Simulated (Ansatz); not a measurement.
AgPd₂⁻ (the lowest singlet isomer of a short search). The state is a singlet with charge -1. Geometry r2SCAN-D4/def2-TZVPD, basis def2-TZVPD, Ansatz.

```xyz
3

Pd    0.135   -0.059    1.491
Pd   -1.313    0.380   -0.615
Ag    1.178   -0.321   -0.877
```

```tsv
run	HOMO (eV)	LUMO (eV)
A	1.10	1.70
B	0.34	1.99
C	-1.80	3.84
D	-1.89	3.60
E	0.24	2.28
F	1.10	1.52
```

In the def2 sets Ag, Pd take a core potential; there is no spin–orbit coupling. B3LYP takes the VWN-RPA correlation. The structure comes from a short search, and lower isomers may exist.

**Question.** The runs used B3LYP, PBE, PBE0, r2SCAN, ωB97M-V, ωB97X-V. Estimate which is which.

**Answer.** A r2SCAN (0 % exact exchange); B B3LYP (20 % exact exchange); C ωB97X-V (range-separated); D ωB97M-V (range-separated); E PBE0 (25 % exact exchange); F PBE (0 % exact exchange). Exact exchange lowers occupied and raises empty levels; among semilocal functionals meta-GGAs tend to open the gap a little, and such runs are hard to tell apart. The gap grows from 0.42 eV (PBE) to 5.64 eV (ωB97X-V). At r2SCAN-D4/def2-TZVPD, B3LYP-D4/def2-TZVPD, PBE0-D4/def2-TZVPD, PBE-D4/def2-TZVPD the highest occupied level of the charge -1 singlet lies above zero (up to 1.10 eV). By energy differences its removal costs 1.53 eV (vertical, to the charge 0 doublet, at PBE-D4/def2-TZVPD), and other spins of that charge weren't run; a positive level beside a positive removal energy at the same level points to self-interaction error.
